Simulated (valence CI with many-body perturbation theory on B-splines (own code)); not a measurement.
# Ladder of approximations for Yb XXXI

Computed by relativistic CI+MBPT: four valence electrons over a frozen Dirac-Fock core [Kr], a basis of 9 s, 9 p, 10 d, 8 f, 5 g, 3 h, 1 i functions for each j, with the one-electron correlation potential Σ1 (screened to all orders), the two-electron term Σ2, the three-electron term Σ3, Breit, model QED; selected single and double excitations, second order for the rest (own B-spline code, finite nucleus).

No measured spectrum was set against this ion. As an estimate, large intervals hold to a few tenths of a per cent, small ones and those within an open d or f shell to about a per cent. Only levels of the ground parity were solved; by the run's estimate the other parity begins above the list, which can be wrong where configurations are misplaced.

Each rung adds one term. CI alone is the Dirac-Coulomb CI over the frozen core; QED comes last and gives the full result, which names the levels. Energies are above (4d3/2^4) J=0 on the same rung, in eV.

Levels are named by their leading jj configuration (3d3/2^4 stands for four electrons in 3d with j = 3/2), which in mixed levels can hold well under half, so a name can repeat and another be missing. Letters in brackets count levels of one name in rising energy.

```tsv
Level	CI alone	Σ1	Σ2	Σ3	Breit	QED	Full
(4d3/2^3 4d5/2) J=1	9.979	+0.0785	+0.0168	+0.0886	-0.2866	+0.0353	9.912
(4d3/2^3 4d5/2) J=2	14.466	+0.0943	-0.1246	+0.0406	-0.3664	+0.0411	14.151
(4d3/2^3 4d5/2) J=4	14.990	+0.0840	-0.3041	-0.0361	-0.3775	+0.0354	14.392
(4d3/2^3 4d5/2) J=3	16.081	+0.0929	-0.2467	-0.0214	-0.3674	+0.0396	15.578
(4d3/2^2 4d5/2^2) J=0 [a]	23.379	+0.1537	+0.1051	+0.0063	-0.5424	+0.0689	23.171
(4d3/2^2 4d5/2^2) J=2 [a]	24.562	+0.1446	-0.1367	+0.0234	-0.5287	+0.0642	24.129
(4d3/2^2 4d5/2^2) J=4 [a]	24.734	+0.1608	-0.1998	+0.0507	-0.6467	+0.0706	24.170
(4d3/2^2 4d5/2^2) J=3 [a]	25.380	+0.1563	-0.2550	-0.0024	-0.5914	+0.0687	24.756
(4d3/2^2 4d5/2^2) J=5	27.391	+0.1623	-0.4724	-0.0192	-0.6826	+0.0696	26.448
(4d3/2^2 4d5/2^2) J=1	27.915	+0.1621	-0.1356	-0.0107	-0.5914	+0.0712	27.411
(4d3/2^2 4d5/2^2) J=6	28.800	+0.1657	-0.6002	-0.0185	-0.7478	+0.0700	27.670
(4d3/2^2 4d5/2^2) J=4 [b]	30.172	+0.1645	-0.4476	-0.1453	-0.6750	+0.0707	29.139
(4d3/2^2 4d5/2^2) J=3 [b]	30.122	+0.1580	-0.4606	-0.0990	-0.6152	+0.0684	29.174
(4d3/2^2 4d5/2^2) J=2 [b]	30.343	+0.1624	-0.3468	-0.0706	-0.6268	+0.0707	29.532
(4d3/2^2 4d5/2^2) J=2 [c]	34.279	+0.1633	-0.0245	-0.1153	-0.5949	+0.0716	33.779
(4d3/2^2 4d5/2^2) J=4 [c]	35.583	+0.1878	-0.4073	-0.0783	-0.7088	+0.0803	34.657
(4d3/2 4d5/2^3) J=3 [a]	38.840	+0.2316	-0.0851	-0.0470	-0.8563	+0.1031	38.186
(4d3/2 4d5/2^3) J=4 [a]	39.336	+0.2121	-0.2849	-0.1144	-0.8245	+0.0950	38.419
(4d3/2^2 4d5/2^2) J=2 [d]	39.742	+0.1748	-0.4216	-0.2055	-0.6293	+0.0759	38.736
```

The middle columns are the shifts that each term adds.

Q: How does the ionisation energy move along the ladder, and which term matters most?

A: CI alone 1172.4, + Σ1 1175.1, + Σ2 1177.4, + Σ3 1177.4, + Breit 1176.7, + QED 1176.8 eV. The largest step is Σ1, 2.6 eV. NIST lists 1175 ± 4 eV (theoretical).
